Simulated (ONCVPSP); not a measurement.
## silicon (Si): ONCV pseudisation with PBE, scalar-relativistic reference atom.

silicon, optimised norm-conserving Vanderbilt (ONCV), made with ONCVPSP 4.0.1 (PBE, scalar-relativistic). Core [Ne], reference 3s2 3p1.75 (charge +0.25). Waves: 3s: rc 1.65 bohr, ncon 4, nbas 7, qcut 3.1 1/bohr, 2 projectors, debl 1.2 Ha; 3p: rc 1.65 bohr, ncon 4, nbas 8, qcut 5.3 1/bohr, local; d scattering state at 0.1 Ha: rc 1.80 bohr, ncon 4, nbas 7, qcut 5.3 1/bohr, 2 projectors, debl 2.5 Ha. Local part: the p channel. Core correction: Teter function, fcfact 1.5, rcfact 1.1.

Poles of the logarithmic derivatives, all-electron (AE) and pseudo (PS). s: poles at 2.3 (AE) and 2.3 (PS) Ha. p: poles at 2.7 (AE) and 2.4 (PS) Ha. d: poles at 2.1 (AE) and 2.1 (PS) Ha. Test radii: s 1.67, p 1.67, d 1.83 bohr.

- Cutoffs needed: 17 Ha and 39 Ha (the cutoffs (Ha) at which the residual kinetic energy of the hardest occupied pseudo-wave falls to 1 and 0.1 mHa per electron)
- Ghost test: no bound ghost flagged; GHOST(+) flags only above 600 eV
- Largest excitation error: -3.6 meV (all-electron minus pseudo) for 3s2 3p0, out of 4 test configurations
- rms error of d²Exc/dni dnj: 1.79 mHa without and 1.15 mHa with the model core
